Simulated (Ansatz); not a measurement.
CH11NOSi3, SMILES C[Si@@H]([SiH3])O[SiH2]N.

The structure is a stationary point at B3LYP-D3(BJ)/def2-SVP. The structure was generated by enumeration; whether it is a known compound was not checked. The values are those of a single conformer.

Two levels are set side by side: PBE/def2-SVPD (Ansatz, a program for electronic structure) and CAM-B3LYP/def2-SVPD (Ansatz). Energy differences of separate SCF runs at the same geometry; the states with an electron removed or added have multiplicity 2 and 2. Differences are taken from unrounded values.

```tsv
quantity	CAM-B3LYP
vertical ionisation energy (eV)	9.62
vertical singlet–triplet gap (eV)	6.14
```

**Question.** What does PBE give, and how far is it from CAM-B3LYP? (The exact figures need the calculation; the answer reports its results.)

**Answer.** 
```json
[
 {"quantity": "vertical ionisation energy (eV)", "PBE": "8.85", "PBE minus CAM-B3LYP": "-0.77"},
 {"quantity": "vertical singlet–triplet gap (eV)", "PBE": "5.45", "PBE minus CAM-B3LYP": "-0.68"}
]
```
